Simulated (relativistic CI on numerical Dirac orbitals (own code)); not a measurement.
## Level scheme of Cs V

These numbers are calculated, not measured: Dirac-Coulomb-Breit CI, separate exchange-only KLI orbitals for each configuration, a model potential for QED, valence Slater integrals scaled by 0.85, configuration energies shifted to the measured levels that pair with them (semi-empirical) (own radial code, finite nucleus).

Configuration list (outside the closed core [Kr] 4d10): 5s2 5p3, 5s 5p4, 5s2 5p2 5d, 5s2 5p2 6s, 5p5, 5s2 5p 5d2, 5s2 5p 4f2, 5s 5p3 5d, 5s2 5p2 4f, 5s2 5p2 5f, 5s2 5p2 5g, 5s2 5p2 6p, 5s2 5p 4f 5d, 5s 5p3 5f, 5p3 5d2, 5p3 4f2, 5s2 5p 5f2, 5s 5p3 5g, 5s2 5p2 6d, 5s2 5p2 7s, 5s 5p3 4f, 5s2 5p2 7p, 5s2 5p 5g2, 5p4 5d, 5p4 4f, 5s 5p3 6s, 5s 5p2 4f 5d, 5s2 5p2 6f, 5s2 5p2 7d, 5s 5p2 5d2. Levels of other configurations are missing.

The lowest level is 5s2 5p3 4S°_3/2, with 76 % of that term; Hund's rules for 5s2 5p3 give 4S° with J = 3/2, in agreement.

```csv
No.,Configuration,Term,J,E (cm⁻¹),%,Next component (%),Lifetime (s)
1,5s2 5p3,4S°,3/2,0.0,76,16 2P°,
2,5s2 5p3,2D°,3/2,14849.6,68,16 4S°,2.57e-02
3,5s2 5p3,2D°,5/2,20162.8,96,2 5s 5p3 5d 2D°,1.49e-01
4,5s2 5p3,2P°,1/2,30790.9,96,1 5p5 2P°,1.03e-02
5,5s2 5p3,2P°,3/2,41042.4,67,22 2D°,4.13e-03
6,5s 5p4‡,4P,5/2,103758.1,86,7 5s2 5p2 5d 4P,2.36e-09
7,5s 5p4‡,4P,3/2,112865.3,86,8 5s2 5p2 5d 4P,1.73e-09
8,5s 5p4‡,4P,1/2,115465.0,83,8 5s2 5p2 5d 4P,1.54e-09
9,5s 5p4‡,2D,3/2,132224.9,69,15 5s2 5p2 5d 2D,8.59e-10
10,5s 5p4‡,2D,5/2,135942.6,75,17 5s2 5p2 5d 2D,1.19e-09
11,5s2 5p2 5d,2P,3/2,151717.1,44,32 5s 5p4 2P,6.85e-10
12,5s 5p4‡,2S,1/2,152746.3,39,26 2P,3.74e-10
13,5s2 5p2 5d,4F,3/2,157186.6,75,6 5s 5p4 2P,1.24e-09
14,5s2 5p2 5d,4F,5/2,160090.0,62,23 4D,1.23e-09
15,5s2 5p2 5d,4D,1/2,165744.7,33,27 5s 5p4 2S,1.16e-09
16,5s2 5p2 5d,2F,5/2,166522.0,67,19 4F,3.83e-09
17,5s2 5p2 5d,4F,7/2,166791.9,76,18 4D,1.61e-08
18,5s2 5p2 5d,2F,7/2,170202.3,49,33 4D,1.52e-08
19,5s2 5p2 5d,4D,3/2,170881.4,78,11 4F,5.82e-10
20,5s2 5p2 4f‡,4G°,5/2,170991.5,63,14 2F°,7.60e-08
21,5s2 5p2 5d,4D,1/2,171804.9,59,16 5s 5p4 2P,6.20e-10
22,5s2 5p2 5d,4F,9/2,172247.5,79,18 2G,8.94e-02
23,5s2 5p2 4f‡,4G°,7/2,173349.4,37,22 4D°,3.39e-08
24,5s2 5p2 5d,4D,5/2,174747.3,53,24 2F,4.66e-10
25,5s2 5p2 4f‡,4G°,7/2,180170.1,45,36 2G°,5.22e-08
26,5s2 5p2 4f‡,2D°,5/2,181069.5,50,25 4G°,3.20e-08
27,5s2 5p2 4f‡,4G°,9/2,181399.7,82,11 4F°,3.25e-07
28,5s2 5p2 4f‡,2G°,7/2,182512.7,46,45 4D°,1.76e-08
29,5s2 5p2 5d,4D,7/2,183756.6,38,26 2F,1.60e-09
30,5s2 5p2 4f‡,4F°,3/2,184407.4,53,26 4D°,2.94e-08
31,5s2 5p2 4f‡,4D°,5/2,184576.2,53,28 2D°,1.49e-08
32,5s2 5p2 4f‡,2G°,9/2,185060.1,61,29 4F°,3.18e-07
33,5s2 5p2 4f‡,4G°,11/2,186114.4,83,14 2H°,3.65e-07
34,5s 5p4‡,2P,3/2,188204.3,40,34 5s2 5p2 5d 2P,4.15e-11
35,5s2 5p2 4f‡,4D°,3/2,189238.0,58,24 2D°,1.26e-08
36,5s2 5p2 5d,2G,7/2,189363.3,62,26 2F,8.81e-10
37,5s2 5p2 4f‡,4F°,7/2,189567.4,50,41 2F°,2.77e-08
38,5s2 5p2 5d,4P,5/2,189637.2,72,9 2D,3.06e-11
39,5s2 5p2 4f‡,4D°,1/2,189800.3,88,8 2P°,9.66e-09
40,5s2 5p2 4f‡,4F°,5/2,189810.7,47,30 2F°,1.92e-08
41,5s2 5p2 5d,4P,3/2,192045.0,56,20 2P,3.62e-11
42,5s2 5p2 5d,2G,9/2,192732.6,79,17 4F,1.20e-04
43,5s2 5p2 5d,4P,1/2,193091.4,60,14 2P,3.06e-11
44,5s2 5p2 4f‡,2D°,3/2,194322.8,61,30 4F°,3.77e-08
45,5s2 5p2 5d,2D,3/2,195330.1,66,15 4P,8.91e-11
```

Energies count from the lowest computed level; ° marks odd parity; lifetimes are radiative, by E1, M1, E2 decay to levels of this space only. ‡ marks configurations that were not tied to measured data.

The mean weight of the leading LS term, summed over parents, in these 45 levels is 64 %, and that of the leading jj configuration (from the same eigenvectors) 63 %.

Configurations whose levels could be paired with our table of measured levels were shifted onto them, all but the ground configuration, by the median error of their levels; single terms can still be off by 1,000 to 2,000 cm⁻¹ or more, and rates follow the energies as ν³ (E1, M1) or ν⁵ (E2). The others borrow a shift and can be off by several thousand cm⁻¹ or more. Levels and lines within the n = 5 or 6 shells can be off by up to 10 % or somewhat more, and those that change n by about 2 %, since core polarisation is missing. 23 of the 44 excited levels that our extract of the measured tables holds in this range could be paired (the sources list more); they are missed by 949 cm⁻¹ on average and 3014 at most, after the shifts were fitted to these levels, and levels without a partner can miss by more. The lowest levels of unpaired configurations miss by -10144 (5s 5p4). Levels that differ in their count of f electrons can be misplaced by several ten thousand cm⁻¹, since the correlation energy of f electrons is missing or only estimated; rates across such gaps can be off by orders of magnitude.

LS names give the leading component of a level, which can be under half, so a name can repeat, a term be missing and a line seem to break the LS rules.
